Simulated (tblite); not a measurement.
Compound: C₆H₆N₂O₂.
Bonds: C1–C2, C2–C3 (aromatic), C3–N4 (aromatic), N4–C5 (aromatic), C5–O6, O6–C7, C7–O8 (double), C5–C9 (aromatic), C9–N10 (aromatic), C2–N10 (aromatic). Hydrogens: H11, H12, H13 on C1; H14 on C3; H15 on C7; H16 on C9.

Computed with GFN2-xTB (tblite), gas phase: Langevin dynamics at 300 K from the optimised GFN2-xTB geometry, time step 0.5 fs, friction 0.01 fs⁻¹, 2000 steps.

Start geometry:
```
atom  x, y, z in Å
C1     -2.935    0.069   -0.089
C2     -1.449   -0.064   -0.117
C3     -0.766   -0.614   -1.203
N4      0.549   -0.709   -1.221
C5      1.213   -0.265   -0.164
O6      2.578   -0.440   -0.269
C7      3.455    0.295    0.406
O8      3.240    1.187    1.167
C9      0.548    0.275    0.936
N10    -0.770    0.366    0.940
H11    -3.259    0.769   -0.858
H12    -3.248    0.436    0.883
H13    -3.407   -0.891   -0.288
H14    -1.280   -0.986   -2.079
H15     4.463   -0.059    0.129
H16     1.060    0.638    1.815
```

The statistics below take the 31 frames saved every 25 fs from 250 to 1000 fs; their kinetic temperature (all 3N coordinates) averages 278 K.

Problem. Give the mean, spread and extremes of the bond lengths.

Solution. 
```tsv
bond	start (Å)	mean (Å)	standard deviation (Å)	shortest (Å)	longest (Å)
C1–C2	1.492	1.497	0.026	1.443	1.563
C2–C3	1.397	1.408	0.031	1.332	1.472
C3–N4	1.319	1.322	0.020	1.287	1.357
N4–C5	1.325	1.326	0.019	1.292	1.364
C5–O6	1.381	1.394	0.033	1.333	1.472
O6–C7	1.328	1.336	0.026	1.296	1.387
C7=O8	1.193	1.194	0.016	1.156	1.225
C5–C9	1.394	1.389	0.029	1.334	1.438
C9–N10	1.321	1.318	0.020	1.280	1.350
C2–N10	1.328	1.328	0.023	1.267	1.380
C1–H11	1.089	1.092	0.043	1.003	1.155
C1–H12	1.086	1.094	0.022	1.049	1.145
C1–H13	1.088	1.092	0.029	1.012	1.149
C3–H14	1.081	1.087	0.026	1.034	1.138
C7–H15	1.103	1.106	0.034	1.026	1.187
C9–H16	1.079	1.086	0.030	1.033	1.164
```

Problem. Give the same statistics for bond angles, one of each kind among heavy atoms.

Solution. 
| angle | start (°) | mean (°) | standard deviation (°) | smallest (°) | largest (°) |
| --- | --- | --- | --- | --- | --- |
| C1–C2–C3 | 122.5 | 121.9 | 3.8 | 115.7 | 131.9 |
| C1–C2–N10 | 117.8 | 118.4 | 3.6 | 112.5 | 124.2 |
| C3–C2–N10 | 119.8 | 119.4 | 2.6 | 113.4 | 125.8 |
| C2–C3–N4 | 121.8 | 121.4 | 2.1 | 117.2 | 125.5 |
| C3–N4–C5 | 117.7 | 117.2 | 2.2 | 113.6 | 120.7 |
| N4–C5–O6 | 113.1 | 114.2 | 3.3 | 108.3 | 119.8 |
| N4–C5–C9 | 121.4 | 121.6 | 2.4 | 116.9 | 125.8 |
| O6–C5–C9 | 125.5 | 123.7 | 3.0 | 117.9 | 129.8 |
| C5–O6–C7 | 123.0 | 119.9 | 3.6 | 112.2 | 128.9 |
| O6–C7–O8 | 128.2 | 127.5 | 2.3 | 123.8 | 131.7 |
| C5–C9–N10 | 120.3 | 120.3 | 2.2 | 115.7 | 124.6 |
| C2–N10–C9 | 119.1 | 119.0 | 2.5 | 113.2 | 124.1 |

Problem. How far does each atom move about its mean position (frames aligned on the start, all atoms weighted alike), and what rms force does it feel?

Solution. 
| atom | rms displacement (Å) | rms force (eV/Å) |
| --- | --- | --- |
| C1 | 0.09 | 1.88 |
| C2 | 0.09 | 1.76 |
| C3 | 0.14 | 1.84 |
| N4 | 0.13 | 1.31 |
| C5 | 0.12 | 1.92 |
| O6 | 0.13 | 1.39 |
| C7 | 0.12 | 1.81 |
| O8 | 0.25 | 1.38 |
| C9 | 0.16 | 1.76 |
| N10 | 0.14 | 1.52 |
| H11 | 0.38 | 1.49 |
| H12 | 0.35 | 0.85 |
| H13 | 0.37 | 1.11 |
| H14 | 0.24 | 0.89 |
| H15 | 0.27 | 1.06 |
| H16 | 0.27 | 1.01 |

The displacements run from 0.09 to 0.38 Å.

Problem. Follow the torsions N4–C5–O6–C7 and C5–O6–C7–O8 through every second one of these frames.

Solution. 
| t (fs) | N4–C5–O6–C7 (°) | C5–O6–C7–O8 (°) |
| --- | --- | --- |
| 250 | 140 | -2 |
| 300 | 139 | 2 |
| 350 | 128 | 13 |
| 400 | 142 | -10 |
| 450 | 133 | 9 |
| 500 | 148 | -8 |
| 550 | 137 | 3 |
| 600 | 135 | 17 |
| 650 | 152 | -23 |
| 700 | 130 | 11 |
| 750 | 125 | 1 |
| 800 | 123 | -13 |
| 850 | 129 | -11 |
| 900 | 134 | 5 |
| 950 | 152 | 2 |
| 1000 | 174 | -9 |

Largest departure from the start value over all these frames: N4–C5–O6–C7 34° (start 157°), C5–O6–C7–O8 23° (start -1°).

The run is classical and short, so these are rough statistics of one trajectory.

What follows is the cost of the whole dynamics run. Time: 13 s wall; peak memory 0.18 GiB. Hardware: one thread of an Intel Xeon Platinum 8488C, on a shared host.
